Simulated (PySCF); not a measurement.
BH3, SMILES B.

Geometry optimised at PBE0-D3(BJ)/def2-TZVPD. The isomer is the one that the SMILES or the coordinates give; other isomers of the formula were not compared.

These are r2SCAN/def2-TZVPD in PySCF values and carry that method's errors.

Symmetry labels are those of the subgroup C2v that the program uses (full group D3h).

### Question
List the valence orbital energies around the gap with their symmetry. (The exact figures need the calculation; the answer reports its results.)

### Answer

```tsv
orbital	symmetry	energy (eV)
HOMO−3	A1	-180.85
HOMO−2	A1	-13.16
HOMO−1	B1	-8.81
HOMO	A1	-8.81
LUMO	B2	-2.53
LUMO+1	A1	1.26
LUMO+2	A1	3.16
LUMO+3	B1	3.16
```
